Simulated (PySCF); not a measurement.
C3H7S (SMILES C[C](C)S), doublet, at a GFN2-xTB geometry. Base run: HF/6-31G (PySCF).

PySCF was given this input:
```python
from pyscf import gto, scf

mol = gto.M(
    atom='''
C     1.333431   -1.051811    0.067840
C     0.026105   -0.359441    0.208596
C    -1.237205   -1.134688    0.089299
S     0.011941    1.340825   -0.167962
H     1.460684   -1.490001   -0.929288
H     1.405139   -1.865983    0.790537
H     2.153436   -0.357223    0.237283
H    -2.077281   -0.592706    0.525101
H    -1.489774   -1.349897   -0.956398
H    -1.131328   -2.088510    0.604595
H    -1.245913    1.566753    0.221157
''',
    basis='6-31g',
    charge=0,
    spin=1,
    verbose=4,
)

mf = scf.UHF(mol)
mf.kernel()
```

The base run was repeated with changes; each row names its change, and settings that it needs were set with it.

```tsv
change	basis functions	E (Eh)	HOMO (eV)	dipole (D)
base	54	-515.06111	-8.05	1.87
basis = x2c-SVPall; relativity = spin-free X2C	95	-516.07260	-7.91	1.38
basis = cc-pVDZ-DK; relativity = spin-free X2C; nucleus = Gaussian (with nucmod='G')	95	-516.30331	-7.87	1.41
basis = x2c-SVPall; relativity = spin-free X2C; nucleus = Gaussian (with nucmod='G')	95	-516.07228	-7.91	1.38
basis = cc-pVDZ-DK; relativity = spin-free X2C	95	-516.30367	-7.87	1.41
basis = x2c-TZVPall; relativity = spin-free X2C; nucleus = Gaussian (with nucmod='G')	172	-516.35280	-7.96	1.41
basis = x2c-SVPall; relativity = none	95	-514.82713	-7.92	1.40
basis = x2c-TZVPall; relativity = none	172	-515.04477	-7.97	1.42
basis = x2c-TZVPall; relativity = spin-free X2C	172	-516.35315	-7.96	1.41
basis = cc-pVDZ-DK; relativity = none	95	-514.92096	-7.88	1.43
```

Totals shift with the method and basis; they matter in differences.

Open shells are given as the SCF converged; they aren't shown to be the lowest states, and a large step between rows can be another state.

Basis sets contracted for a relativistic Hamiltonian are a mismatch without it, so the rows without relativity aren't non-relativistic limits. No row has spin-orbit coupling; sets with core potentials leave out the core electrons.
